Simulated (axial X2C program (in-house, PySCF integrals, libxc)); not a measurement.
Results of a calculation; reference values are marked as such.
# YAs: input and output

Program: an axial X2C code built on PySCF integrals.

Input:
```json
{
 "zs": [
  39,
  33
 ],
 "q": 0,
 "bas": [
  "dyall-cv3z",
  "dyall-cv3z"
 ],
 "levels": [
  "PBE0",
  "HF",
  "PBE50"
 ],
 "cc": true,
 "r0": 2.84,
 "thr": -1.0,
 "nmax": 90,
 "npts": 10,
 "nst": 2,
 "ntry": 6
}
```
```bash
python so2c.py task.json out
```

Keys: zs atomic numbers; q charge; bas basis sets; levels methods; cc coupled cluster on or off; r0 starting distance in Å; thr threshold in hartree for freezing inner shells (an s shell follows its p shell); nmax most natural virtual spinors; npts points on the curve; nst determinants followed; ntry starts of the search. HF also brings MP2.

Output of the HF step, with spin–orbit coupling, at R = 2.400 Å for the state Ω = 0. It starts from PBE0 orbitals of this distance.

```
two-component X2C + atomic mean field  HF
basis functions 264  fitting functions 1325  grid points 5801
iter        total energy     max residual
   1      -5639.983057199     2.80e-01
   2      -5640.016665014     8.57e-03
   3      -5640.016037640     1.18e-02
   4      -5640.020426374     1.62e-03
   5      -5640.020670017     6.11e-04
   6      -5640.020743384     3.75e-04
   7      -5640.020819143     2.72e-04
   8      -5640.020872174     2.46e-04
   9      -5640.020908938     2.27e-04
  10      -5640.020938168     2.01e-04
  11      -5640.020967983     1.63e-04
  12      -5640.020998935     1.07e-04
  13      -5640.021020044     5.00e-05
  14      -5640.021022062     2.49e-05
  15      -5640.021022406     1.54e-05
  16      -5640.021022505     1.25e-05
  17      -5640.021022529     6.69e-06
  18      -5640.021022533     2.40e-06
  19      -5640.021022534     1.65e-06
converged
one-electron -8385.85281906  Coulomb 2655.44084101  exact exchange -191.11507429  xc functional 0.00000000  nuclear repulsion 283.77127936  atomic mean-field constant -2.26524955
correlated 8  virtual 344  natural virtual 90  E(MP2) -0.210491951  MP2 remainder -0.005947538
iter   CCSD correlation   residual
   1     -0.193308382   2.26e-01
   2     -0.203079566   1.30e-01
   3     -0.206251952   4.22e-02
   4     -0.206801813   2.09e-02
   5     -0.206952073   9.68e-03
   6     -0.206975406   5.13e-03
   7     -0.206989265   3.30e-03
   8     -0.207038784   1.92e-03
   9     -0.207034288   1.08e-03
  10     -0.207046380   5.29e-04
  11     -0.207039012   2.55e-04
  12     -0.207039362   1.12e-04
  13     -0.207039674   5.06e-05
  14     -0.207039464   2.21e-05
  15     -0.207039672   9.20e-06
  16     -0.207039653   5.08e-06
(T) -0.018833710  T1 0.0587  D1 0.0891  max T2 0.138
```
Energies are in hartree; totals compare only within one Hamiltonian and basis. T1 is large, a sign of multireference character or of a spin-contaminated reference. T1 in the output is the amplitude norm over the root of the electron number; divide by √2 for the Lee–Taylor value.
